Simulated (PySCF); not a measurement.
**Computed structure and properties of PbI2**

System: PbI2 (singlet); start: displaced along the imaginary mode (C2v). Method: PySCF 2.14.0, RKS TPSS, Pb def2-SVP with ECP60, I def2-SVP with ECP28; non-relativistic Hamiltonian with scalar-relativistic core potentials where named; density fitting; no spin-orbit coupling.

Input of the relaxation:

```python
mol = gto.M(atom='''
Pb     0.24982     0.00940     0.00000
I     -0.20471    -0.00770     2.96100
I     -0.20471    -0.00770    -2.96100''',
    basis={'Pb': 'def2-SVP', 'I': 'def2-SVP'},
    ecp={'Pb': 'def2-SVP', 'I': 'def2-SVP'},
    charge=0, spin=0)
mf = dft.RKS(mol, xc='TPSS')
mf.grids.atom_grid = (50, 194)
mf = mf.density_fit()  # fitting sets: Pb def2-universal-JKFIT, I def2-universal-JKFIT
mf.conv_tol = 1e-08; mf.max_cycle = 55
mf.kernel(dm0)  # dm0: converged density of the start geometry
# quasi-Newton relaxation in Cartesian coordinates to a largest gradient under 0.00045 Eh/bohr, steps kept in the point group
```

Run from Python with OMP_NUM_THREADS=2; the lines above give its settings. Where DIIS fails, smearing, a level shift and second-order steps follow.
It took 110 s on 2 threads of Intel(R) Xeon(R) Processor @ 2.50GHz (Skylake/Cascade Lake), on a shared host, from the converged density of the start.

Course of the relaxation:

```json
{"step": "0", "energy above end (eV)": "0.7219", "largest force component within the symmetry (eV/Å)": "0.338"}
{"step": "1", "energy above end (eV)": "0.5995", "largest force component within the symmetry (eV/Å)": "0.374"}
{"step": "2", "energy above end (eV)": "0.4829", "largest force component within the symmetry (eV/Å)": "0.517"}
{"step": "3", "energy above end (eV)": "0.2731", "largest force component within the symmetry (eV/Å)": "0.713"}
{"step": "4", "energy above end (eV)": "0.1196", "largest force component within the symmetry (eV/Å)": "0.611"}
{"step": "5", "energy above end (eV)": "0.0205", "largest force component within the symmetry (eV/Å)": "0.385"}
{"step": "6", "energy above end (eV)": "0.0015", "largest force component within the symmetry (eV/Å)": "0.143"}
{"step": "7", "energy above end (eV)": "0.0001", "largest force component within the symmetry (eV/Å)": "0.007"}
{"step": "8", "energy above end (eV)": "0.0000", "largest force component within the symmetry (eV/Å)": "0.000"}
```

Relaxed geometry (C2v):

```xyz
3

Pb    1.1194    0.0421    0.0000
I    -0.6395   -0.0241    2.2442
I    -0.6395   -0.0241   -2.2442
```

```csv
contact,Å
Pb1–I2 (I),2.852
Pb1–I3 (I),2.852
```

On the finer grid (75, 302):

```yaml
HOMO: -6.23 eV
LUMO: -3.87 eV
Dipole_about_the_centre_of_mass: 3.73 D
Set_of_Mulliken_populations_of_Pb1_outside_the_core_potential: s 3.94, p 7.41, d 10.11
D3_BJ_dispersion_energy_not_in_the_energies: -0.158 eV
```

| atom | Mulliken (e) | Löwdin (e) | spin (e) |
| --- | --- | --- | --- |
| Pb1 | 0.54 | 0.24 | 0.00 |
| I2 | -0.27 | -0.12 | 0.00 |
| I3 | -0.27 | -0.12 | 0.00 |

No frequency check is given for this geometry.

Taking off one I (charge -1, singlet; the rest: singlet) in vacuum, both parts rigid, costs 6.86 eV; the small basis without counterpoise inflates it. Most of it is the attraction of opposite charges; other ways to part are cheaper, and one spin state was tried for the rest.

Rigid scan of I along the line from its metal:

```json
{"distance to I2 (Å)": "2.55", "energy (eV)": "0.480"}
{"distance to I2 (Å)": "2.65", "energy (eV)": "0.187"}
{"distance to I2 (Å)": "2.75", "energy (eV)": "0.041"}
{"distance to I2 (Å)": "2.85", "energy (eV)": "0.000"}
{"distance to I2 (Å)": "2.95", "energy (eV)": "0.033"}
{"distance to I2 (Å)": "3.05", "energy (eV)": "0.116"}
{"distance to I2 (Å)": "3.25", "energy (eV)": "0.372"}
{"distance to I2 (Å)": "3.55", "energy (eV)": "0.839"}
{"distance to I2 (Å)": "3.95", "energy (eV)": "1.427"}
{"distance to I2 (Å)": "4.45", "energy (eV)": "1.988"}
```

One start shape was tried, so this needn't be the lowest isomer.
